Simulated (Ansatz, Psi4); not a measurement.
Molecule: C6H7 (charge 0, doublet). SMILES: [CH]1CC2=C1CC2
Geometry from a B3LYP-D3(BJ)/def2-TZVP (Ansatz, a program for electronic structure) optimisation:
```xyz
13

C      1.5049    -0.6047    -0.0748
C      1.4477     0.9175     0.2404
C     -0.0647     0.6214     0.4248
C      0.1296    -0.7140     0.1232
C     -1.3159    -0.9619    -0.3045
C     -1.4881     0.6129    -0.1532
H      2.2884    -1.2384    -0.4675
H      1.6814     1.5434    -0.6246
H      1.9930     1.2927     1.1085
H     -1.4524    -1.3447    -1.3158
H     -1.9166    -1.5534     0.3859
H     -1.5836     1.1128    -1.1202
H     -2.2917     0.9606     0.4989
```
Charge 0, spin multiplicity 2.

Wanted: enthalpy of formation at 298 K, in kcal/mol. Set-up: no dispersion term unless named; open shells spin-unrestricted; frozen cores in correlated levels; no spin-orbit coupling; 6-31G* and kin with 6d, 5d where marked; non-relativistic; LANL2DZ all-electron up to Ne. Ab initio and DFT rows: single points at B3LYP-D3(BJ) geometries (Ansatz), with unscaled harmonic terms from B3LYP/6-31G* (Ansatz) at its own minima, enthalpies of formation by atomisation with measured atoms. A UHF reference is markedly spin-contaminated in at least one set, which strains HF and MP2.

```json
[
 {"level": "HF/STO-3G", "program": "Ansatz", "enthalpy of formation at 298 K (kcal/mol)": "265.6"},
 {"level": "HF/LANL2DZ", "program": "Ansatz", "enthalpy of formation at 298 K (kcal/mol)": "548.7"},
 {"level": "SVWN5/6-31G*", "program": "Ansatz", "enthalpy of formation at 298 K (kcal/mol)": "-88.0"},
 {"level": "PBE/LANL2DZ", "program": "Ansatz", "enthalpy of formation at 298 K (kcal/mol)": "124.1"},
 {"level": "PBE/6-31G*", "program": "Ansatz", "enthalpy of formation at 298 K (kcal/mol)": "80.7"},
 {"level": "BLYP/6-31G*", "program": "Ansatz", "enthalpy of formation at 298 K (kcal/mol)": "140.9"},
 {"level": "B3LYP/6-31G", "program": "Ansatz", "enthalpy of formation at 298 K (kcal/mol)": "172.0"},
 {"level": "B3LYP/6-31G*", "program": "Ansatz", "enthalpy of formation at 298 K (kcal/mol)": "138.0"},
 {"level": "wB97X-D/6-31G*", "program": "Psi4", "enthalpy of formation at 298 K (kcal/mol)": "126.9"},
 {"level": "MP2/6-31G*", "program": "Ansatz", "enthalpy of formation at 298 K (kcal/mol)": "222.0"},
 {"level": "PBE/def2-TZVPD", "program": "Ansatz", "enthalpy of formation at 298 K (kcal/mol)": "88.0"},
 {"level": "r2SCAN-D4/def2-TZVPD", "program": "Ansatz + dftd4", "enthalpy of formation at 298 K (kcal/mol)": "121.9"},
 {"level": "PBE0/def2-TZVPD", "program": "Ansatz", "enthalpy of formation at 298 K (kcal/mol)": "112.2"}
]
```

No value to compare with is used here. The 10 habitual levels span -88.0 (SVWN5/6-31G*) to 548.7 kcal/mol (HF/LANL2DZ); r2SCAN-D4/def2-TZVPD gives 121.9.

The levels are drawn from those run, B3LYP/6-31G* more often than the rest, none by its result; left out are runs that failed, that the program found above a lower state of the same kind, or whose <S^2> lies over 0.5 above the pure value.
